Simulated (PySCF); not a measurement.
## Dipole response of Ar(2+) (argon, charge +2)

[Ne] 3s2 3p4, high-spin 3P determinant. Calculation: PySCF 2.14, in def2-QZVPPD (10s7p5d2f1g, 79 functions); the non-relativistic Hamiltonian (point nucleus). Coupled (time-dependent) response in atomic units; α is the mean over directions.

```json
{"method": "UHF", "mean α (bohr³)": "4.795", "α xx, yy, zz": "4.859, 4.666, 4.859", "C₆ (like pair)": "16.81", "S(−4)": "5.644"}
{"method": "PBE", "mean α (bohr³)": "4.829", "α xx, yy, zz": "4.858, 4.770, 4.858", "C₆ (like pair)": "16.96", "S(−4)": "5.701"}
{"method": "PBE0", "mean α (bohr³)": "4.796", "α xx, yy, zz": "4.836, 4.717, 4.836", "C₆ (like pair)": "16.81", "S(−4)": "5.609"}
{"method": "PW91", "mean α (bohr³)": "4.821", "α xx, yy, zz": "4.850, 4.762, 4.850", "C₆ (like pair)": "16.91", "S(−4)": "5.691"}
{"method": "B97-3", "mean α (bohr³)": "4.808", "α xx, yy, zz": "4.851, 4.724, 4.851", "C₆ (like pair)": "16.88", "S(−4)": "5.630"}
```

S(−4) is the Cauchy moment in α(ω) = α(0) + S(−4) ω² + …

α(iu) at UHF:

```csv
u (hartree),α(iu) (bohr³)
0,4.795
0.0500,4.781
0.100,4.739
0.200,4.581
0.300,4.344
0.500,3.741
0.750,2.965
1.00,2.313
1.50,1.446
2.00,0.9668
3.00,0.5179
5.00,0.2289
```

For an ion, C₆ is the dispersion term alone; charge-induced terms of lower order in 1/R come first.

The components differ because the open shell of this determinant is not spherical; for a pure term their mean is the scalar polarisability.
